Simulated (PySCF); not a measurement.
An element was calculated at PBE (PySCF 2.14, ECP, a triple-zeta basis, no spin-orbit coupling), in the ground configurations that NIST lists.

```
electron affinity          : 1.250 eV
first ionisation energy    : 8.307 eV
second ionisation energy   : 17.558 eV
third ionisation energy    : 26.930 eV
polarisability of the atom : 55.4 bohr³
```

**Question.** Which element is it?

**Answer.** Osmium (Os, Z = 76), in aug-cc-pVTZ-PP with ECP60MDF. NIST lists 8.438, 17 ± 1, 25 ± 1.6 eV for these ionisation energies.
